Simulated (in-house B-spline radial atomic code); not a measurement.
Sc II (Sc+): [Ne] 3s2 3p5 3d2 4s1 (an excited or competing configuration)

All numbers are computed (non-relativistic HSE06, spin-polarised, spherical fractional occupations, exact exchange averaged over the configuration; point nucleus) with a radial B-spline atomic code at the basis-set limit, not measured.

Z_r = [3n² - l(l+1)]/(2<r>); Z_e = n√(-2ε); the last column is Slater's effective charge. Values are occupation-weighted means over spin.

| shell | electrons | ε (eV) | <r> (bohr) | Z_r | Z_e | Slater |
| --- | --- | --- | --- | --- | --- | --- |
| 1s | 2 | -4418 | 0.07357 | 20.39 | 18.02 | 20.70 |
| 2s | 2 | -491.24 | 0.345 | 17.39 | 12.02 | 16.85 |
| 2p | 6 | -406.76 | 0.308 | 16.23 | 10.94 | 16.85 |
| 3s | 2 | -65.937 | 1.076 | 12.55 | 6.60 | 10.10 |
| 3p | 5 | -44.249 | 1.16 | 10.78 | 5.41 | 10.10 |
| 3d | 2 | -13.563 | 1.557 | 6.74 | 3.00 | 3.65 |
| 4s | 1 | -10.785 | 3.276 | 7.33 | 3.56 | 3.35 |

The least bound orbital is 4s up at -10.78 eV, and it is also the most diffuse (<r> = 3.276 bohr).
